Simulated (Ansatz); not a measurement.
Consider the redistribution: `[CH3][Sn-]1[O]C(C(F)(F)F)=CC(C(F)(F)F)=[O+]1` + `CO[Si](N)(O)O` → `[OH][Sn-]1[O]C(C(F)(F)F)=CC(C(F)(F)F)=[O+]1` + `CO[Si](C)(N)O`.

Calculated with Ansatz (gas phase, PBE0-D4/def2-TZVP geometries, no zero-point term in ΔE). CCSD(T)/CBS is the MP2 limit (def2-TZVPP, def2-QZVPP) plus CCSD(T) − MP2 in def2-TZVPP, frozen cores. def2 core potentials past Kr. For Sn outer-core shells are correlated without core-valence functions, which leaves a few kJ/mol of doubt a bond. One conformer a species, not always the lowest.

`[CH3][Sn-]1[O]C(C(F)(F)F)=CC(C(F)(F)F)=[O+]1`:

Z-matrix (Å, degrees):
```
C
Sn 1 2.181
H 1 1.093 2 109.9
H 1 1.093 2 109.9 3 118.9
H 1 1.092 2 111.5 3 -120.6
O 2 2.211 1 89.5 3 79.7
O 2 2.211 1 89.5 3 161.4
C 6 1.251 2 127.7 1 74.5
C 7 1.251 2 127.7 1 -74.5
C 8 1.392 6 128.8 2 10.1
C 8 1.540 6 112.8 2 -170.7
C 9 1.540 7 112.8 2 170.8
H 10 1.077 8 118.5 6 179.9
F 11 1.332 8 112.7 6 179.9
F 11 1.331 8 109.9 6 -59.5
F 11 1.331 8 109.7 6 59.5
F 12 1.331 9 109.7 7 -59.8
F 12 1.332 9 112.7 7 179.9
F 12 1.331 9 109.9 7 59.2
```

`CO[Si](N)(O)O`:

```xyz
13

C     0.936   -0.146    1.744
O     0.615    0.722    0.684
Si   -0.117    0.251   -0.699
N    -1.730   -0.273   -0.622
O     0.791   -1.002   -1.242
O    -0.140    1.579   -1.647
H     1.594   -0.955    1.411
H     0.034   -0.585    2.186
H     1.450    0.430    2.516
H    -2.486    0.384   -0.530
H    -1.976   -1.190   -0.294
H     0.479   -1.434   -2.038
H     0.550    2.220   -1.469
```

`[OH][Sn-]1[O]C(C(F)(F)F)=CC(C(F)(F)F)=[O+]1`:

Cartesian coordinates in Å:
```
O -1.282 -0.465 2.609
Sn -0.630 1.394 2.400
O 1.148 0.559 1.438
C 1.200 -0.071 0.354
C 2.536 -0.807 0.150
F 2.759 -1.636 1.165
F 3.532 0.077 0.104
F 2.562 -1.516 -0.978
C 0.241 -0.142 -0.649
C -0.946 0.578 -0.586
C -1.900 0.533 -1.791
F -2.008 1.750 -2.323
F -3.108 0.138 -1.403
F -1.480 -0.297 -2.746
O -1.360 1.316 0.340
H -1.710 -0.679 3.440
H 0.445 -0.735 -1.524
```

`CO[Si](C)(N)O`:

Z-matrix (Å, degrees):
```
C
O 1 1.406
H 1 1.096 2 111.3
H 1 1.096 2 111.5 3 121.4
H 1 1.092 2 108.5 3 -119.0
Si 2 1.646 1 123.6 3 -76.0
N 6 1.705 2 111.0 1 -55.5
C 6 1.857 2 111.7 1 64.6
O 6 1.643 2 103.0 1 -175.0
H 7 1.006 6 120.6 2 140.7
H 7 1.007 6 121.3 2 -70.2
H 8 1.093 6 111.2 2 174.2
H 8 1.093 6 110.2 2 54.9
H 8 1.093 6 111.7 2 -65.0
H 9 0.958 6 115.2 2 -18.0
```

| species | CCSD/def2-TZVPP energy (Eh) |
| --- | --- |
| `[CH3][Sn-]1[O]C(C(F)(F)F)=CC(C(F)(F)F)=[O+]1` | -1192.91501 |
| `CO[Si](N)(O)O` | -611.52297 |
| `[OH][Sn-]1[O]C(C(F)(F)F)=CC(C(F)(F)F)=[O+]1` | -1228.84671 |
| `CO[Si](C)(N)O` | -575.57913 |

Task: Work out ΔE.

Result: ΔE = (-1228.84671) + (-575.57913) − (-1192.91501) − (-611.52297) = 0.01214 Eh = +31.9 kJ/mol. CCSD(T)/CBS gives +23.8 kJ/mol.

Largest T1 diagnostic among the species: 0.016.

From PBE to PBE0 (25 % exact exchange), in def2-TZVPP and without D4, ΔE moves by +8.8 kJ/mol. In def2-TZVPP, CCSD(T) changes the Hartree–Fock value by −7.5 kJ/mol (the triples alone add −2.3 kJ/mol) and MP2 by −8.0 kJ/mol.
